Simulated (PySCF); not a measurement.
Numbering as in the mapped SMILES `[O:1]=[C:2]1[O:3][CH2:4][C@@H:5]([C:6]([F:7])([F:8])[F:9])[O:10]1` (H(Xn): hydrogen on atom n). Ha(C4) is cis to C6 on the ring; Hb(C4) is trans to C6 on the ring.

Geometry: GFN2-xTB; GIAO absolute shieldings from PySCF, gas phase, non-relativistic, averaged over equivalent atoms.

At PBE0/MINI (53 basis functions, 5.6 s wall time on 1 thread of an Intel Xeon Platinum 8488C, shared host):
```json
{"atoms": "O1", "σ (ppm)": "16.6"}
{"atoms": "O10", "σ (ppm)": "262.7"}
{"atoms": "O3", "σ (ppm)": "274.1"}
{"atoms": "C2", "σ (ppm)": "128.2"}
{"atoms": "C6", "σ (ppm)": "136.0"}
{"atoms": "C4", "σ (ppm)": "165.0"}
{"atoms": "C5", "σ (ppm)": "167.6"}
{"atoms": "F7/F8/F9", "σ (ppm)": "363.2"}
{"atoms": "H(C5)", "σ (ppm)": "25.77"}
{"atoms": "Hb(C4)", "σ (ppm)": "26.10"}
{"atoms": "Ha(C4)", "σ (ppm)": "26.40"}
```

What do these become at KT2/pcSseg-1?

## Answers


| atoms | σ at KT2/pcSseg-1 | change |
| --- | --- | --- |
| O1 | 53.5 | +36.9 |
| O10 | 177.1 | -85.6 |
| O3 | 188.5 | -85.6 |
| C2 | 35.0 | -93.2 |
| C6 | 53.6 | -82.4 |
| C4 | 118.8 | -46.2 |
| C5 | 109.5 | -58.1 |
| F7/F8/F9 | 253.2 | -110.0 |
| H(C5) | 26.87 | +1.10 |
| Hb(C4) | 26.99 | +0.89 |
| Ha(C4) | 26.96 | +0.56 |

The largest change is at F7/F8/F9 (fluorine of a CF3 group). Cost: 185 basis functions, 51 s wall time on 1 thread of an Intel Xeon Platinum 8488C, shared host. The order of the carbon signals changes between the two levels.
